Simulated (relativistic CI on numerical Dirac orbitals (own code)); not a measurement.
## Level scheme of Rh

These numbers are calculated, not measured: Dirac-Coulomb-Breit CI, orbitals from a KLI potential per configuration, model QED (radiative potential, 1s self-energy scaled to tabulated hydrogen-like ionisation energies), valence Slater integrals scaled by 0.85, P86 correlation energy added to each configuration (own radial code, finite nucleus).

Configurations in the expansion (outside the closed core [Kr]): 4d8 5s, 4d9, 4d8 5p, 4d7 5s2, 4d8 5d, 4d8 6s, 4d8 7s, 4d8 6p, 4d8 4f, 4d8 7p, 4d8 6d, 4d8 8s, 4d7 5s 5p, 4d8 5g, 4d8 5f, 4d8 8p, 4d8 7d, 4d8 8d, 4d6 5s 5p2, 4d7 5s 7s. Levels of other configurations are missing.

| No. | Configuration | Term | J | E (cm⁻¹) | % | Next component (%) | Lifetime (s) | jj configuration (%) |
| --- | --- | --- | --- | --- | --- | --- | --- | --- |
| 41 | 4d7 5s2 | 2G | 7/2 | 29287.8 | 93 | 5 4d8 5s 2G |  | 4d3/2^3 4d5/2^4 (49) |
| 42 | 4d8 5p | 2G° | 7/2 | 29815.0 | 61 | 17 2F° | 1.06e-08 | 4d3/2^2 4d5/2^6 5p3/2 (40) |
| 43 | 4d7 5s 5p | 6F° | 11/2 | 29827.9 | 90 | 9 6G° |  | 4d5/2^3 5s 5p3/2 (34) |
| 44 | 4d7 5s 5p | 6D° | 9/2 | 29908.1 | 53 | 42 6F° |  | 4d5/2^3 5s 5p1/2 (46) |
| 45 | 4d7 5s2 | 2H | 11/2 | 30901.0 | 98 | 1 4d6 5s 5p2 2H |  | 4d3/2^3 4d5/2^4 (98) |
| 46 | 4d8 5p | 2D° | 3/2 | 30922.4 | 72 | 11 2P° | 8.76e-09 | 4d3/2^3 4d5/2^5 5p3/2 (36) |
| 47 | 4d8 5p | 2F° | 5/2 | 30929.9 | 54 | 34 2D° | 9.47e-09 | 4d3/2^2 4d5/2^6 5p3/2 (26) |
| 48 | 4d7 5s 5p | 6F° | 7/2 | 31141.6 | 58 | 35 6D° | 9.40e-07 | 4d3/2^3 4d5/2^4 5s 5p1/2 (53) |
| 49 | 4d7 5s 5p | 6G° | 13/2 | 31453.8 | 98 | 2 4H° |  | 4d5/2^3 5s 5p3/2 (60) |
| 50 | 4d7 5s 5p | 6D° | 9/2 | 31640.5 | 44 | 40 6F° | 9.53e-07 | 4d3/2^3 4d5/2^4 5s 5p3/2 (41) |
| 51 | 4d7 5s 5p | 6F° | 5/2 | 32174.6 | 70 | 22 6D° |  | 4d3/2^3 4d5/2^4 5s 5p1/2 (32) |
| 52 | 4d7 5s2 | 2D | 3/2 | 32366.7 | 41 | 40 2P |  | 4d5/2^3 (41) |
| 53 | 4d7 5s 5p | 6G° | 11/2 | 32494.4 | 87 | 9 6F° |  | 4d3/2^3 4d5/2^4 5s 5p3/2 (58) |
| 54 | 4d7 5s 5p | 6D° | 7/2 | 32874.9 | 56 | 21 6F° | 6.64e-07 | 4d3/2^3 4d5/2^4 5s 5p3/2 (39) |
| 55 | 4d7 5s2 | 2H | 9/2 | 32884.1 | 86 | 12 2G |  | 4d3/2^2 4d5/2^5 (81) |
| 56 | 4d7 5s 5p | 6F° | 3/2 | 32927.2 | 72 | 12 6D° | 1.25e-07 | 4d3/2^2 4d5/2^5 5s 5p1/2 (27) |
| 57 | 4d8 5p | 4P° | 5/2 | 32978.8 | 60 | 11 2D° | 1.46e-08 | 4d5/2^4 5p3/2 (31) |
| 58 | 4d7 5s2 | 2D | 5/2 | 33189.8 | 93 | 2 4d8 5s 2D |  | 4d3/2^3 4d5/2^4 (44) |
| 59 | 4d8 5p | 4P° | 3/2 | 33197.7 | 50 | 13 2D° | 1.46e-08 | 4d3/2^3 4d5/2^5 5p1/2 (27) |
| 60 | 4d8 5p | 4P° | 1/2 | 33363.2 | 35 | 28 4d7 5s 5p 6F° | 2.16e-08 | 4d5/2^4 5p3/2 (29) |
| 61 | 4d7 5s 5p | 6G° | 9/2 | 33382.6 | 79 | 16 6F° |  | 4d3/2^3 4d5/2^4 5s 5p3/2 (43) |
| 62 | 4d7 5s 5p | 6F° | 1/2 | 33504.2 | 67 | 16 4d8 5p 4P° | 4.30e-08 | 4d3/2^2 4d5/2^5 5s 5p3/2 (17) |
| 63 | 4d7 5s 5p | 6D° | 5/2 | 33823.8 | 61 | 25 6G° | 3.46e-07 | 4d3/2^3 4d5/2^4 5s 5p3/2 (31) |
| 64 | 4d7 5s 5p | 6G° | 7/2 | 33995.6 | 67 | 15 6F° | 9.88e-08 | 4d3/2^2 4d5/2^5 5s 5p3/2 (28) |
| 65 | 4d8 5p | 4D° | 7/2 | 34294.2 | 42 | 22 2F° | 1.37e-08 | 4d5/2^4 5p3/2 (51) |
| 66 | 4d7 5s 5p | 6G° | 5/2 | 34415.2 | 64 | 16 6F° | 1.67e-07 | 4d3/2^2 4d5/2^5 5s 5p3/2 (22) |
| 67 | 4d7 5s 5p | 6G° | 3/2 | 34442.8 | 57 | 40 6D° |  | 4d3/2^2 4d5/2^5 5s 5p3/2 (25) |
| 68 | 4d7 5s 5p | 6D° | 3/2 | 34681.1 | 45 | 36 6G° | 4.75e-07 | 4d3/2^3 4d5/2^4 5s 5p3/2 (27) |
| 69 | 4d7 5s 5p | 6D° | 1/2 | 34801.6 | 51 | 28 4d8 5p 2P° | 2.88e-08 | 4d3/2^2 4d5/2^5 5s 5p3/2 (18) |
| 70 | 4d8 5p | 2F° | 5/2 | 34836.9 | 38 | 20 4D° | 1.08e-08 | 4d5/2^4 5p1/2 (37) |
| 71 | 4d7 5s2 | 2P | 1/2 | 34991.0 | 79 | 11 4d8 5s 2P |  | 4d3/2^2 4d5/2^5 (56) |
| 72 | 4d7 5s 5p | 6D° | 1/2 | 35112.7 | 41 | 25 4d8 5p 4P° | 2.31e-08 | 4d3/2^2 4d5/2^5 5s 5p3/2 (21) |
| 73 | 4d8 5p | 2D° | 3/2 | 35668.7 | 38 | 30 4D° | 1.26e-08 | 4d5/2^4 5p3/2 (30) |
| 74 | 4d8 5p | 2P° | 3/2 | 36245.7 | 62 | 15 4P° | 1.13e-08 | 4d3/2^2 4d5/2^6 5p3/2 (32) |
| 75 | 4d8 5p | 4D° | 1/2 | 36314.6 | 71 | 24 4d7 5s 5p 4D° | 1.55e-08 | 4d5/2^4 5p1/2 (23) |
| 76 | 4d8 5p | 2D° | 5/2 | 36368.2 | 24 | 24 4D° | 1.13e-08 | 4d3/2^3 4d5/2^5 5p3/2 (45) |
| 77 | 4d8 5p | 4D° | 3/2 | 36573.5 | 38 | 36 2D° | 1.18e-08 | 4d5/2^4 5p3/2 (25) |
| 78 | 4d8 5p | 2D° | 5/2 | 36881.7 | 51 | 18 4D° | 1.28e-08 | 4d3/2^2 4d5/2^6 5p1/2 (21) |
| 79 | 4d7 5s2 | 2D | 3/2 | 36950.1 | 53 | 36 2P |  | 4d3/2 4d5/2^6 (59) |
| 80 | 4d8 6s | 4F | 9/2 | 37036.2 | 99 |  | 2.09e-08 | 4d5/2^4 6s (85) |
| 81 | 4d8 5p | 2F° | 7/2 | 37267.1 | 61 | 17 4D° | 8.91e-09 | 4d3/2^2 4d5/2^6 5p3/2 (38) |
| 82 | 4d8 6s | 2F | 7/2 | 37536.7 | 59 | 40 4F | 2.32e-08 | 4d5/2^4 6s (82) |
| 83 | 4d8 5s | 2S | 1/2 | 38011.7 | 93 | 3 4d7 5s2 2P |  | 4d3/2^2 4d5/2^6 5s (53) |
| 84 | 4d7 5s 5p | 4G° | 11/2 | 38075.2 | 90 | 4 6G° | 4.17e-08 | 4d3/2^3 4d5/2^4 5s 5p3/2 (44) |
| 85 | 4d7 5s 5p | 4F° | 9/2 | 38268.0 | 52 | 34 4G° | 1.72e-08 | 4d3/2^3 4d5/2^4 5s 5p3/2 (31) |
| 86 | 4d8 5p | 4S° | 3/2 | 38409.5 | 63 | 17 4d7 5s 5p 4S° | 1.15e-08 | 4d3/2^3 4d5/2^5 5p3/2 (54) |
| 87 | 4d8 5p | 2D° | 5/2 | 38625.6 | 71 | 19 2F° | 9.21e-09 | 4d3/2^3 4d5/2^5 5p3/2 (41) |
| 88 | 4d7 5s 5p | 4F° | 7/2 | 38916.1 | 60 | 13 4G° | 1.37e-08 | 4d5/2^3 5s 5p1/2 (25) |
| 89 | 4d8 5p | 2S° | 1/2 | 38974.3 | 81 | 11 4d7 5s 5p 2S° | 1.07e-08 | 4d3/2^3 4d5/2^5 5p3/2 (41) |
| 90 | 4d7 5s 5p | 6S° | 5/2 | 38978.9 | 94 | 2 6P° | 2.25e-07 | 4d3/2^3 4d5/2^4 5s 5p3/2 (26) |
| 91 | 4d7 5s 5p | 4G° | 9/2 | 39032.1 | 35 | 34 4F° | 1.81e-08 | 4d5/2^3 5s 5p3/2 (25) |
| 92 | 4d8 5p | 2D° | 3/2 | 39077.3 | 89 | 8 4d7 5s 5p 2D° | 8.84e-09 | 4d3/2^3 4d5/2^5 5p3/2 (46) |
| 93 | 4d8 6s | 4F | 7/2 | 39503.4 | 60 | 39 2F | 2.24e-08 | 4d3/2^3 4d5/2^5 6s (97) |
| 94 | 4d8 6s | 4F | 5/2 | 39513.7 | 77 | 22 2F | 2.17e-08 | 4d3/2^3 4d5/2^5 6s (96) |
| 95 | 4d8 5p | 2H° | 9/2 | 39762.7 | 70 | 18 4d7 5s 5p 4G° | 1.40e-08 | 4d3/2^3 4d5/2^5 5p1/2 (48) |
| 96 | 4d7 5s 5p | 4F° | 5/2 | 39872.9 | 65 | 12 4D° | 1.32e-08 | 4d3/2^3 4d5/2^4 5s 5p3/2 (23) |
| 97 | 4d7 5s 5p | 4G° | 7/2 | 39973.4 | 56 | 22 4d8 5p 2F° | 1.83e-08 | 4d3/2^3 4d5/2^4 5s 5p1/2 (21) |
| 98 | 4d8 5p | 2H° | 11/2 | 40153.7 | 86 | 10 4d7 5s 5p 2H° | 1.16e-08 | 4d3/2^3 4d5/2^5 5p3/2 (73) |
| 99 | 4d8 5p | 2F° | 7/2 | 40199.0 | 55 | 19 4d7 5s 5p 4G° | 1.25e-08 | 4d3/2^3 4d5/2^5 5p1/2 (29) |
| 100 | 4d8 6s | 4F | 3/2 | 40522.3 | 95 | 5 2D | 2.07e-08 | 4d3/2^2 4d5/2^6 6s (47) |
| 101 | 4d8 5p | 2F° | 5/2 | 40530.1 | 54 | 29 4d7 5s 5p 4G° | 1.10e-08 | 4d3/2^3 4d5/2^5 5p3/2 (48) |
| 102 | 4d7 5s 5p | 4D° | 7/2 | 40818.4 | 42 | 24 4d8 6p 4D° | 1.05e-08 | 4d5/2^4 6p1/2 (20) |
| 103 | 4d7 5s 5p | 4F° | 3/2 | 40826.1 | 48 | 35 4d8 5p 2P° | 6.36e-09 | 4d3/2^3 4d5/2^4 5s 5p3/2 (23) |
| 104 | 4d8 6s | 2F | 5/2 | 40939.4 | 70 | 20 4F | 2.46e-08 | 4d3/2^2 4d5/2^6 6s (42) |
| 105 | 4d7 5s 5p | 4G° | 5/2 | 40962.0 | 60 | 22 4d8 5p 2F° | 2.00e-08 | 4d3/2^2 4d5/2^5 5s 5p3/2 (23) |
| 106 | 4d8 5p | 2P° | 3/2 | 40967.5 | 48 | 37 4d7 5s 5p 4F° | 5.45e-09 | 4d3/2^3 4d5/2^5 5p1/2 (23) |
| 107 | 4d8 5p | 2P° | 1/2 | 41937.1 | 88 | 4 4d7 5s 5p 4D° | 3.80e-09 | 4d3/2^3 4d5/2^5 5p3/2 (59) |
| 108 | 4d7 5s 5p | 4D° | 5/2 | 41953.6 | 46 | 20 4d8 6p 4D° | 1.02e-08 | 4d3/2^3 4d5/2^4 5s 5p3/2 (28) |
| 109 | 4d8 5d | 4P | 5/2 | 41978.3 | 68 | 28 4D | 1.26e-08 | 4d5/2^4 5d3/2 (78) |
| 110 | 4d8 5d | 4D | 7/2 | 41994.2 | 79 | 17 4F | 1.31e-08 | 4d5/2^4 5d3/2 (43) |

Energies count from the lowest computed level; ° marks odd parity; lifetimes are radiative, by E1, M1, E2 decay to levels of this space only; some are left blank where a channel outside the calculation adds to the decay or the decay crosses a small, uncertain gap. Filled j subshells are mostly left out of the jj labels.

The mean weight of the leading LS term, summed over parents, in these 70 levels is 64 %, and that of the leading jj configuration (from the same eigenvectors) 42 %, so LS coupling describes them better.

For a near-neutral ion this model can misplace configurations by up to about 10,000 cm⁻¹ (more where the count of f electrons changes) and terms by 10 to 25 % of their spread. Rates follow the energies as ν³ (E1, M1) or ν⁵ (E2), so they and the lifetimes can be off by large factors. The fine structure of a lone outer electron comes out too small, for d and f at times inverted, and misplaced configurations move strength between like terms. 14 of the 21 excited levels that our extract of the measured tables holds in this range could be paired (the sources list more); they are missed by 2198 cm⁻¹ on average and 3619 at most, and levels without a partner can miss by more. Some levels of the ground configuration have no partner and can miss by 10 % or more.

LS names give the leading component of a level, which can be under half, so a name can repeat, a term be missing and a line seem to break the LS rules.
